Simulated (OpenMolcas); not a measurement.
A calculation on V⁺.

```
Program             : OpenMolcas
Method              : RASSCF
Basis               : ANO-RCC-VTZP [6s5p3d2f1g]
Scalar Hamiltonian  : DKH2, point nucleus
Active space        : 4 electrons in 9 orbitals (RAS2 3d 4s; RAS3 4p, at most 2 electrons)
State averaging     : 2S+1 = 5 even, 15 roots; 2S+1 = 3 even, 87 roots kept (CI in the orbitals of an earlier block, 80 in the spin-orbit step); 2S+1 = 1 even, 70 roots kept (CI in the orbitals of an earlier block, 63 in the spin-orbit step); 2S+1 = 5 odd, 30 roots (29 in the spin-orbit step); 2S+1 = 3 odd, 89 roots kept (CI in the orbitals of an earlier block, 32 in the spin-orbit step); 2S+1 = 1 odd, 76 roots kept (CI in the orbitals of an earlier block, 0 in the spin-orbit step)
Spin-orbit coupling : RASSI with atomic mean-field integrals over the reference wave functions, term energies averaged over their components
```

Question: Which level of the active space comes out lowest?

Answer: 3d3 4s 5F1, with 100 % of that term.

Question: How high does 3d4 5D0 lie?

Answer: 5447 cm-1 above the lowest level.

Question: How high does 3d3 4s 5F4 lie?

Answer: 368 cm-1 above the lowest level.

Question: How high does 3d4 5D3 lie?

Answer: 5696 cm-1 above the lowest level.

Some high roots are left out of the spin-orbit mixing, which shifts the levels that they would mix with. Without dynamic correlation excited terms often stand tens of per cent too high (terms of higher spin than the ground term too low), and those without a measured partner can miss by more than the paired ones. The lowest computed level is not the ground level that NIST lists (5D0). A single d shell beside an s shell can misplace configurations of different d count against each other. Only configurations of the active space appear.
